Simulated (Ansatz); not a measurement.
Geometry optimisation, RKS PBE0/def2-mTZVP (Ansatz 0.2.0).

input.yaml

```yaml
crystal:
  periodic: [false, false, false]
  atoms:
    - { symbol: B, position_ang: [0.0698, -0.112912, -0.092765] }
    - { symbol: H, position_ang: [0.045542, -0.533066, 1.028064] }
    - { symbol: "N", position_ang: [1.267983, -0.161688, -0.781254] }
    - { symbol: H, position_ang: [2.128347, -0.504137, -0.382863] }
    - { symbol: H, position_ang: [1.369816, 0.161371, -1.730845] }
    - { symbol: H, position_ang: [-0.917021, 0.285436, -0.628597] }
    - { symbol: Br, position_ang: [0.026398, 2.72417, 1.486997] }
    - { symbol: H, position_ang: [0.069435, 1.225527, 1.630462] }
basis:
  gaussian: { orbitals: def2-mTZVP }
hamiltonian:
  xc: pbe0
relax:
  f_tol: 0.03
  max_steps: 50
```

Launched with:

```bash
$ ansatz run input.yaml --threads 2 --pin off --max-ram 3072MiB --backend cpu --events-out ev --progress --plain --runs-dir out
```

Q: Where does it end, and by what steps?

A: The forces met the threshold. After 18 steps the energy has fallen by 0.135 eV; Br7 moved furthest, 1.18 Å.

| step | energy less start (eV) | largest force component (eV/Å) | accepted |
| --- | --- | --- | --- |
| 0 | 0.0000 | 1.299 | yes |
| 1 | -0.0854 | 0.423 | yes |
| 2 | -0.1063 | 0.195 | yes |
| 3 | -0.1100 | 0.117 | yes |
| 4 | -0.1115 | 0.086 | yes |
| 5 | -0.1164 | 0.048 | yes |
| 6 | -0.1091 | 0.677 | no |
| 7 | -0.1219 | 0.039 | yes |
| 8 | -0.1245 | 0.231 | yes |
| 9 | -0.1271 | 0.144 | yes |
| 10 | -0.1223 | 0.548 | no |
| 11 | -0.1302 | 0.084 | yes |
| 12 | -0.1315 | 0.129 | yes |
| 13 | -0.1325 | 0.105 | yes |
| 14 | -0.1335 | 0.082 | yes |
| 15 | -0.1339 | 0.083 | yes |
| 16 | -0.1344 | 0.081 | yes |
| 17 | -0.1348 | 0.045 | yes |
| 18 | -0.1349 | 0.025 | yes |

```xyz
8
Properties=species:S:1:pos:R:3
B 0.119 -0.128 -0.346
H 0.136 0.110 0.831
N 1.316 -0.412 -0.976
H 2.206 -0.429 -0.502
H 1.386 -0.624 -1.959
H -0.898 -0.124 -0.970
Br -0.121 2.936 2.635
H -0.084 1.755 1.815
```

Whether the end is a true minimum wasn't checked by a vibrational analysis.

The run took 40 s on 2 threads of Arm Neoverse V1, with other jobs on the host, peak memory 0.17 GiB.
